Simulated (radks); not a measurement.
Values are calculated unless marked as measured or tabulated.
Problem. Ce I, configuration [Kr] 4d10 4f1 5s2 5p5.75 5d1.25 6s2 (fractional occupations, a model configuration). Level of theory: scalar-relativistic Kohn-Sham, PBE, spin-polarised, spherical densities, finite nucleus; open shells are filled with parallel spins first (spin-orbit coupling, left out, can overturn this in heavy ions); Fermi nuclear charge, rms radius 4.8771 fm (a radial shooting solver on a logarithmic mesh with Libxc functionals). Some entries of the table are withheld. Estimate them.

orbital  occ.  eigenvalue (eV)  r(max) (bohr)
1s up       1        -40267.17        0.01574
1s down     1        -40267.16        0.01574
2s up       1        -6448.041        0.08907
2s down     1        -6447.996        0.08907
2p up       3        -5775.259        0.07168
2p down     3        -5775.218        0.07168
3s up       1        -1389.093         0.2546
3s down     1        -1388.815         0.2546
3p up       3        -1175.088         0.2493
3p down     3        -1174.807         0.2492
3d up       5        -870.9930         0.2052
3d down     5        -870.7563         0.2052
4s up       1        -281.9138         0.5931
4s down     1        -281.0955         0.5930
4p up       3        -212.0513         0.6192
4p down     3        -211.2276         0.6191
4d up       5        -111.4772         0.6523
4d down     5        -110.6327         0.6521
5s up       1         -41.4946          1.371
5s down     1         -40.4223          1.370
5p up       3         -24.0785          1.543
5p down  2.75         -22.9863          1.542
4f up       1          -6.3398         0.7079
4f down     0          -5.3991         0.7071
6s up       1          -3.9993            (1)
5d up    1.25          -3.6281          2.133
6s down     1          -3.5469            (2)
5d down     0          -2.7651          2.157
6p up       0          -1.4579          4.764
6p down     0          -1.2302          4.947

Solution. 
(1) 6s up r(max) (bohr): 3.666
(2) 6s down r(max) (bohr): 3.774
